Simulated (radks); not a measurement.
Removal energies from the palladium ion Pd7+, [Kr] 4d3, by Delta-SCF beside the eigenvalue of the level emptied. Calculated with a radial shooting solver on a logarithmic mesh with Libxc functionals: scalar-relativistic Kohn-Sham, PBE, spin-polarised, spherical densities, finite nucleus; Fermi nuclear charge, rms radius of each element as measured or else 0.836 A^(1/3) + 0.57 fm. Open shells are filled with parallel spins first.

4d: final configuration [Kr] 4d2; Delta-SCF (eV) 121.47; -eigenvalue (eV) 111.96
4p: final configuration [Ar] 3d10 4s2 4p5 4d3; Delta-SCF (eV) 173.02; -eigenvalue (eV) 162.75
4s: final configuration [Ar] 3d10 4s1 4p6 4d3; Delta-SCF (eV) 209.80; -eigenvalue (eV) 198.99
3d: final configuration [Ar] 3d9 4s2 4p6 4d3; Delta-SCF (eV) 471.72; -eigenvalue (eV) 448.32
